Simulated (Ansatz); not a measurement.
Reaction (SMILES): O=S(F)F → 2 F atom + O atom + S atom
B3LYP-D3(BJ)/def2-TZVP geometries, fixed; electronic energies without zero-point terms.
Largest species:
```
S
O 1 1.4239
F 1 1.6063 2 106.51
F 1 1.6063 2 106.51 3 98.37
```

How fast the atomisation energy converges with the basis for several methods (Ansatz, a quantum-chemistry and plane-wave program): deviation from each method's own reference, in kcal/mol. References: B3LYP 303.63 kcal/mol, the value in pcseg-4; CCSD(T) 307.61 kcal/mol, Hartree-Fock in cc-pV(Q+d)Z plus the correlation part extrapolated as X^-3 from cc-pV(T+d)Z and cc-pV(Q+d)Z; HF 150.39 kcal/mol, the value in pcseg-4; MP2 335.79 kcal/mol, Hartree-Fock in aug-cc-pV(Q+d)Z plus the correlation part extrapolated as X^-3 from aug-cc-pV(T+d)Z and aug-cc-pV(Q+d)Z; PBE 336.20 kcal/mol, the value in pcseg-4; wB97M-V 313.59 kcal/mol, the value in pcseg-4. Cartesian d functions, on some or all atoms, in 6-31G**; all else is spherical. In correlated methods cores are frozen. Open shells are unrestricted. No added dispersion term, no relativity. Functionals ending in -V hold VV10 correlation. 

```json
[
 {"basis": "STO-3G", "functions": "24", "B3LYP": "-141.42", "CCSD(T)": "-248.46", "HF": "-188.95", "MP2": "-298.94", "PBE": "(withheld)", "wB97M-V": "-147.91"},
 {"basis": "6-31G", "functions": "40", "B3LYP": "-156.67", "CCSD(T)": "-205.80", "HF": "-182.53", "MP2": "-219.92", "PBE": "(withheld)", "wB97M-V": "-163.49"},
 {"basis": "pcseg-0", "functions": "40", "B3LYP": "-145.44", "CCSD(T)": "-194.01", "HF": "-165.73", "MP2": "-211.50", "PBE": "(withheld)", "wB97M-V": "-152.98"},
 {"basis": "def2-SVP", "functions": "60", "B3LYP": "-28.02", "CCSD(T)": "-65.36", "HF": "-37.94", "MP2": "-70.89", "PBE": "(withheld)", "wB97M-V": "-28.40"},
 {"basis": "6-31G**", "functions": "64", "B3LYP": "-23.63", "CCSD(T)": "-50.95", "HF": "-30.17", "MP2": "-56.52", "PBE": "(withheld)", "wB97M-V": "-22.80"},
 {"basis": "aug-pcseg-1", "functions": "96", "B3LYP": "-32.33", "CCSD(T)": "-52.51", "HF": "-31.61", "MP2": "-54.33", "PBE": "(withheld)", "wB97M-V": "-31.13"},
 {"basis": "aug-cc-pV(D+d)Z", "functions": "101", "B3LYP": "-18.72", "CCSD(T)": "-41.69", "HF": "-21.18", "MP2": "-44.25", "PBE": "(withheld)", "wB97M-V": "-18.03"},
 {"basis": "6-311++G(2d,2p)", "functions": "116", "B3LYP": "-20.20", "CCSD(T)": "-43.49", "HF": "-24.09", "MP2": "-45.30", "PBE": "(withheld)", "wB97M-V": "-21.21"},
 {"basis": "cc-pV(T+d)Z", "functions": "129", "B3LYP": "-2.74", "CCSD(T)": "-19.89", "HF": "-5.19", "MP2": "-21.02", "PBE": "(withheld)", "wB97M-V": "-2.53"},
 {"basis": "def2-TZVP", "functions": "130", "B3LYP": "-4.21", "CCSD(T)": "-19.62", "HF": "-5.10", "MP2": "-20.52", "PBE": "(withheld)", "wB97M-V": "-4.10"},
 {"basis": "aug-pcseg-2", "functions": "188", "B3LYP": "-4.34", "CCSD(T)": "-12.29", "HF": "-3.63", "MP2": "-13.93", "PBE": "(withheld)", "wB97M-V": "-4.75"},
 {"basis": "cc-pV(Q+d)Z", "functions": "229", "B3LYP": "-0.48", "CCSD(T)": "-6.94", "HF": "-1.76", "MP2": "-8.09", "PBE": "(withheld)", "wB97M-V": "-0.60"}
]
```

Problem. Some entries are withheld; supply them.

Solution. 
- STO-3G, PBE: -127.30
- 6-31G, PBE: -149.88
- pcseg-0, PBE: -138.73
- def2-SVP, PBE: -25.26
- 6-31G**, PBE: -20.43
- aug-pcseg-1, PBE: -30.08
- aug-cc-pV(D+d)Z, PBE: -16.81
- 6-311++G(2d,2p), PBE: -19.05
- cc-pV(T+d)Z, PBE: -1.54
- def2-TZVP, PBE: -3.38
- aug-pcseg-2, PBE: -4.21
- cc-pV(Q+d)Z, PBE: 0.23

Mean absolute deviation over 6-311++G(2d,2p), cc-pV(T+d)Z, def2-TZVP, aug-pcseg-2: PBE 7.05, B3LYP 7.87, wB97M-V 8.15, HF 9.50, CCSD(T) 23.82, MP2 25.19 kcal/mol.
